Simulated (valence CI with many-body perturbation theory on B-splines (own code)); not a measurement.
## Sensitivity of CI+MBPT for Nd XLVIII

Computed by configuration interaction combined with many-body perturbation theory (CI+MBPT): three valence electrons over a frozen Dirac-Fock core [Ne], a basis of 6 s, 6 p, 5 d, 3 f, 1 g functions for each j, with the one-electron correlation potential Σ1 (screened to all orders), the two-electron term Σ2, the three-electron term Σ3, Breit, model QED; selected single and double excitations, second order for the rest, scaled by the run's own slope (own B-spline code, finite nucleus).

The last digits are not significant, and no measured levels were compared; by estimate large intervals hold to a few tenths of a per cent, small ones and those within an open d or f shell to about a per cent.

The reference run has the lowest level (3s^2 3p1/2) J=1/2 and an ionisation energy of 3998.37 eV. Its largest variational space holds 2751 state functions.

Levels are named by their leading jj configuration (3d3/2^4 stands for four electrons in 3d with j = 3/2), which in mixed levels can hold well under half, so a name can repeat and another be missing. Letters in brackets count levels of one name in rising energy.

Changed runs:
A. core polarisation of operators on → off
B. correlating orbitals by l 3 3 3 2 1 → 4 4 3 0 0
C. orbitals per symmetry with explicit Σ2 and valence Breit (the others get mean screening factors) 5 → 7
D. start configuration 3s2 3p1 → 3s2 4p1 (bad on purpose)

Excitation energies of the reference run in cm⁻¹, and shifts in cm⁻¹:

```tsv
Level	Reference	A	B	C
(3s 3p1/2^2) J=1/2	966381	0	+86	+0.8
(3s^2 3p3/2) J=3/2	1090220	0	-72	-0.8
(3s 3p1/2 3p3/2) J=3/2 [a]	1884200	0	-573	+3.5
(3s 3p1/2 3p3/2) J=5/2	1990990	0	-26	+5.9
(3s 3p1/2 3p3/2) J=3/2 [b]	2131050	0	+236	+1.9
(3s 3p1/2 3p3/2) J=1/2	2196970	0	+500	+0.5
(3s^2 3d3/2) J=3/2	2525840	0	+2379	+1.3
(3s^2 3d5/2) J=5/2	2708380	0	+1420	-0.4
(3s 3p3/2^2) J=5/2	3083220	0	+681	+3.0
(3p1/2^2 3p3/2) J=3/2	3100900	0	+137	+1.0
(3s 3p1/2 3d3/2) J=3/2 [a]	3213600	0	+335	+3.0
(3s 3p1/2 3d3/2) J=5/2	3290970	0	+895	+6.0
Ionisation energy (eV)	3998.37	0	-0.09	+0.00023
```

No effect on these energies: A.

Run D: It gave no result: the start configuration must fill the lowest shells above the core. The program said: "4p is not the lowest shell of its kind above the core".
